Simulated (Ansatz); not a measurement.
`OB(O)BS` + H₂O → `OBS` + `OBO`  (formal hydrolysis of a B–B bond)

Gas-phase electronic energies from Ansatz, PBE0-D4/def2-TZVP geometries. CBS: MP2 limit from def2 TZ/QZ plus the TZ coupled-cluster correction, frozen cores. This one scheme is used for every species. DFT in def2-TZVPP. B3LYP here is the variant with VWN-RPA as its local correlation; programs differ in this. One conformer a species, not always the lowest.

```
          level  ΔE (kJ/mol)  difference from CCSD(T)/CBS
         PBE-D4       -128.4                          3.2
      r2SCAN-D4       -138.5                         -6.9
           PBE0       -135.1                         -3.5
          B3LYP       -145.1                        -13.5
  HF/def2-TZVPP       -159.2                        -27.6
 MP2/def2-TZVPP       -139.1                         -7.5
CCSD/def2-TZVPP       -137.5                         -5.9
  HF/def2-QZVPP       -159.6                        -28.0
 MP2/def2-QZVPP       -137.5                         -5.9
   HF/CBS(def2)       -159.7                        -28.1
    CCSD(T)/CBS       -131.6                            0
```

Largest T1 diagnostic among the species: 0.015.

The D4 term adds +6.0 kJ/mol with B3LYP and +3.4 kJ/mol with PBE0; it sums over pairs of atoms, weighted by their polarisabilities, and B3LYP, whose exchange is more repulsive, gets the larger term. In def2-TZVPP, CCSD(T) changes the Hartree–Fock value by +24.5 kJ/mol (the triples alone add +2.8 kJ/mol) and MP2 by +20.1 kJ/mol.
